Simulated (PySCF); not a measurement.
Species: 4-methyl-2-pentanone, C₆H₁₂O.
Numbering: `[CH3:1][C:2](=[O:3])[CH2:4][CH:5]([CH3:6])[CH3:7]` (hydrogens: H8, H9, H10 on C1; H11, H12 on C4; H13 on C5; H14, H15, H16 on C6; H17, H18, H19 on C7)

Method: PySCF, PBE0-D3(BJ)/def2-TZVP geometry optimisation, gas phase.

List the bond lengths, angles and torsions at this level.

```
                   bond  length (Å)   order
                  C1–C2       1.505  single
                  C2=O3       1.206  double
                  C2–C4       1.511  single
                  C4–C5       1.520  single
           C5–C6, C5–C7       1.521  single
   C1–H8, C1–H9, C1–H10       1.092  single
         C4–H11, C4–H12       1.099  single
                 C5–H13       1.095  single
C6–H14 and 5 like bonds       1.093  single
```

Bonds in one row agree within 0.01 Å and their mean is given. Orders are formal, as drawn. A selection of angles:
```
     angle  degrees
  C2–C1–H8    108.8
 C2–C1–H10    111.2
  H8–C1–H9    109.1
 H8–C1–H10    106.9
  C1–C2–O3    121.6
  C1–C2–C4    116.0
  O3–C2–C4    122.3
  C2–C4–C5    115.2
 C2–C4–H11    109.0
 C2–C4–H12    105.8
 C5–C4–H11    110.9
 C5–C4–H12    110.4
H11–C4–H12    105.0
  C4–C5–C6    111.1
 C4–C5–H13    107.2
  C6–C5–C7    111.0
 C6–C5–H13    108.0
 C7–C5–H13    108.9
 C5–C6–H14    110.9
H14–C6–H15    107.8
```

Dihedral angles: C1–C2–C4–C5 -165° (antiperiplanar); C2–C4–C5–C6 69° (synclinal). The mirror-image conformer, all signs reversed, is as good.

Of the pairs four or more bonds apart, O3···H13 is among the closest relative to their van der Waals radii: 2.56 Å, 94 % of the sum of Bondi's values.

Point group: C1 (no symmetry element, even within 0.4 Å). Stationary, but not proved a minimum. The numbers are those of one conformer.

The run took 11 min wall, 20 min CPU on 2 threads, Intel Xeon at 2.50 GHz (x86_64), shared host, and the process peaked at 1.8 GiB of memory. These figures are those of the optimisation.
